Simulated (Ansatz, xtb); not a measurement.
## C6H7ClF+: which of two isomers lies lower

We compare I, `C[C@]1(F)C=C(Cl)[CH+]C1`, a singlet, with II, `C[C+]1C=C(CCl)[C@@H]1F`, a singlet. Both are isolated ions in the gas phase, relaxed with PBE-D3(BJ)/def2-SVP; the shapes shown needn't be the lowest conformers.

I (Å):

| atom | x (Å) | y (Å) | z (Å) |
| --- | --- | --- | --- |
| C | 0.2449 | -1.2188 | -0.8030 |
| C | -0.1981 | 0.2591 | -0.9333 |
| C | 0.9487 | 1.1046 | -1.3838 |
| C | 1.4665 | 1.8620 | -0.3261 |
| C | 0.6188 | 1.6829 | 0.7920 |
| C | -0.5544 | 0.8724 | 0.4599 |
| Cl | 2.8611 | 2.8318 | -0.3578 |
| F | -1.2354 | 0.3318 | -1.8308 |
| H | 0.5851 | -1.5884 | -1.7881 |
| H | -0.6466 | -1.7974 | -0.4907 |
| H | 1.0522 | -1.3530 | -0.0587 |
| H | 1.3306 | 1.0986 | -2.4183 |
| H | 0.8384 | 2.0893 | 1.7945 |
| H | -1.4362 | 1.5422 | 0.3001 |
| H | -0.8560 | 0.1722 | 1.2678 |

II (Å):

```yaml
atoms:
  - { symbol: C, position_ang: [-1.4637, 0.0551, -0.7126] }
  - { symbol: C, position_ang: [-0.6822, 0.3493, 0.4858] }
  - { symbol: C, position_ang: [-0.9679, 0.7655, 1.7971] }
  - { symbol: C, position_ang: [0.2618, 1.4401, 1.7999] }
  - { symbol: C, position_ang: [0.8209, 2.6277, 2.4818] }
  - { symbol: C, position_ang: [0.8158, 0.6498, 0.6184] }
  - { symbol: Cl, position_ang: [1.9231, 1.7661, 3.6230] }
  - { symbol: F, position_ang: [1.3742, 1.3787, -0.3795] }
  - { symbol: H, position_ang: [-1.1586, -0.9527, -1.0831] }
  - { symbol: H, position_ang: [-2.5554, 0.0903, -0.5520] }
  - { symbol: H, position_ang: [-1.1627, 0.7490, -1.5295] }
  - { symbol: H, position_ang: [-1.8589, 0.7625, 2.4396] }
  - { symbol: H, position_ang: [1.4174, 3.2659, 1.8016] }
  - { symbol: H, position_ang: [0.0808, 3.2183, 3.0513] }
  - { symbol: H, position_ang: [1.4558, -0.2163, 0.8876] }
```

Energies in hartree; the thermal terms are from GFN2-xTB frequencies at re-optimised GFN2-xTB minima (ideal gas, soft modes damped towards free rotors, one conformer each, 298.15 K, 1 atm) and include the zero-point energy:

```
                              I           II
E, CCSD(T)/def2-SVP  −790.714566  −790.694906
    E, MP2/def2-SVP  −790.608106  −790.590301
  E, MP2/def2-TZVPP  −791.429859  −791.411750
  zero-point energy     0.109334     0.109134
       H(298 K) − E     0.118368     0.118905
       G(298 K) − E     0.076555     0.074728
```

Correct the CCSD(T) difference for the basis set by the MP2 change, then work out ΔE, ΔE₀, ΔH and ΔG for I → II in kcal/mol (1 Eh = 627.51 kcal/mol) and the equilibrium ratio [II]/[I].

1. Differences II − I: CCSD(T) +0.019660, MP2 in the small set +0.017805, MP2 in the large set +0.018109 Eh.
2. ΔE = +0.019660 + (+0.018109 − (+0.017805)) = +0.019964 Eh = +12.53 kcal/mol.
3. ΔE₀ = ΔE + ΔZPE = +0.019964 + (−0.000200) Eh = +12.40 kcal/mol.
4. ΔH = ΔE + (+0.000537) Eh = +12.86 kcal/mol.
5. ΔG = ΔE + (−0.001827) Eh = +11.38 kcal/mol, so ΔS = (ΔH − ΔG)/T = +20.8 J/(mol K).
6. kT = 0.9442 mEh, so K = [II]/[I] = exp(−ΔG/kT) = exp(−19.21) ≈ 4.5 × 10^−9.

Structure I is favoured at this temperature. An error of 1 kcal/mol in ΔG would change K by a factor of 5.4. Mirror images and further conformers aren't counted.

As drawn, both hold the same kinds of bond in the same numbers. Structure I has a 5-membered ring, II a 4-membered ring.

Other levels gave ΔE = +15.3 (GFN2-xTB); +21.3 (HF/STO-3G, GFN2-xTB geometries); +14.5 (r2SCAN-D4/def2-SVP, GFN2-xTB geometries); +11.4 (PBE-D3(BJ)/def2-SVP); +9.9 (HF/def2-SVP); +11.2 (MP2/def2-SVP); +12.3 (CCSD(T)/def2-SVP) kcal/mol. The correlated steps freeze 12 core orbitals. Programs: Ansatz 0.2.0, xtb 6.7.1.
